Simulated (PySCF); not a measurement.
A structure optimised at B3LYP-D3(BJ)/def2-SVP, used in a PySCF frequency run:

```xyz
9

F     -1.9146    -1.5166     0.5855
C     -1.3420    -0.3066     0.8408
F     -2.0090     0.6340     0.1202
C      0.1108    -0.3446     0.4763
C      0.6501     0.5202    -0.3823
Cl     2.3248     0.5078    -0.8213
H     -1.5006    -0.0864     1.9132
H      0.7091    -1.1214     0.9596
H      0.0679     1.3032    -0.8713
```
Charge 0, spin multiplicity 1.

Question: Write its SMILES and formula.

Answer: FC(F)/C=C/Cl, C3H3ClF2

Question: What are its rotational constants (standard atomic weights)?

Answer: 8.3331, 1.1642, 1.0597 GHz
